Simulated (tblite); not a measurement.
Question: Give a GFN2-xTB geometry of `C[C@@H]([SiH3])[Si@@H](C)CC[SiH3]`.

Answer: 
```
atom  x, y, z in Å
C1    -2.1935    0.0940    1.8703
C2    -2.0833   -0.3017    0.3975
Si3   -2.6079    1.1488   -0.7192
Si4   -0.3559   -1.0269    0.0129
C5    -0.3144   -1.7148   -1.7588
C6     1.0003    0.2964    0.2227
C7     2.4108   -0.2577    0.0147
Si8    3.7518    1.0761    0.2031
H9    -1.5200    0.9168    2.0995
H10   -3.2054    0.4136    2.1170
H11   -1.9356   -0.7407    2.5209
H12   -2.7993   -1.1115    0.2227
H13   -3.9669    1.5693   -0.3574
H14   -1.7052    2.2883   -0.5314
H15   -2.5998    0.7377   -2.1246
H16   -0.0930   -2.1323    0.9612
H17   -1.1678   -2.3563   -1.9535
H18   -0.3281   -0.9165   -2.4948
H19    0.5809   -2.3044   -1.9285
H20    0.8311    1.1122   -0.4829
H21    0.9376    0.7372    1.2189
H22    2.5851   -1.0675    0.7259
H23    2.4752   -0.7076   -0.9775
H24    3.5498    2.1122   -0.8133
H25    5.0779    0.4784    0.0328
H26    3.6544    1.6796    1.5347
```

Any rigid rotation of these coordinates is as good. Atoms count from 1 in this order. Of the pairs four or more bonds apart, Si3···H20 is among the closest relative to their van der Waals radii: 3.45 Å, 104 % of the sum of Bondi's values. Si3 (SiH3 silicon) is tetrahedral (angles from 108.4° to 110.3°). Si8 (SiH3 silicon) is tetrahedral (angles from 109.3° to 109.9°). Si4 (SiH silicon) is tetrahedral (angles from 108.4° to 110.9°).

Bonds between heavy atoms (Å): C1–C2 1.529, C2–Si3 1.904, C2–Si4 1.912, Si4–C5 1.901, Si4–C6 1.906, C6–C7 1.530, C7–Si8 1.901.

The geometry is computed with GFN2-xTB (gas phase).

Point group: C1 (no symmetry element, even within 0.4 Å). Its GFN2-xTB frequencies are all real (lowest 24 cm⁻¹). One conformer, not necessarily the lowest (C1–C2–Si4–C5 173°, C2–Si4–C6–C7 176°, Si4–C6–C7–Si8 179°).
